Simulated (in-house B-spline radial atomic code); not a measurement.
The terbium ion Tb²⁺: [Kr] 4d9 4f9 5s2 5p6 7p1 (an excited or competing configuration)

Method: Dirac-Hartree-Fock, average of configuration, Fermi nucleus of rms radius 5.06 fm. Calculated with an all-electron radial atomic-structure program (B-spline basis).

Z_r = [3n² - l(l+1)]/(2<r>); Z_e = n√(-2ε); the last column is Slater's effective charge. Values are occupation-weighted means over j. An effective charge above Z reflects the relativistic contraction of the inner shells.

```tsv
shell	electrons	ε (eV)	<r> (bohr)	Z_r	Z_e	Slater
1s	2	-52340	0.0215	69.76	62.02	64.70
2s	2	-8825.5	0.09087	66.03	50.94	60.85
2p	6	-7868.8	0.08058	62.05	48.10	60.85
3s	2	-2034.2	0.2381	56.71	36.68	53.75
3p	6	-1730.2	0.2367	52.80	33.83	53.75
3d	10	-1319.4	0.2164	48.51	29.54	43.85
4s	2	-450.87	0.5406	44.40	23.03	37.25
4p	6	-346.96	0.5713	40.26	20.20	37.25
4d	9	-200.03	0.6217	33.78	15.34	26.20
5s	2	-83.769	1.317	28.47	12.41	12.45
5p	6	-55.328	1.51	24.17	10.08	12.45
4f	9	-41.769	0.7977	22.56	7.01	17.20
7p	1	-7.801	7.674	9.45	5.30	3.00
```

The least bound orbital is 7p3/2 at -7.732 eV, and it is also the most diffuse (<r> = 7.744 bohr). The part-filled 4d shell lies below the filled 5p shell in orbital energy.

Spin-orbit splittings of the orbital energies (j = l + 1/2 above j = l - 1/2 when positive): 2p 748.7 eV, 3p 157.7 eV, 3d 34 eV, 4p 35.53 eV, 4d 6.538 eV, 5p 5.143 eV, 4f 0.8896 eV, 7p 0.2058 eV.

For the 1s electron the small component carries 5.88 % of the norm, the zero-frequency Breit interaction raises the level by 158.7 eV, self-energy by 95.39 eV, and vacuum polarisation lowers it by 15.78 eV.

The density falls to 0.001 bohr⁻³ at 3.414 bohr; Σ<r²> = 100.28 bohr² gives, by the non-relativistic formula and without the paramagnetism of open shells, a Langevin diamagnetic susceptibility of -79.42×10⁻⁶ cm³/mol.
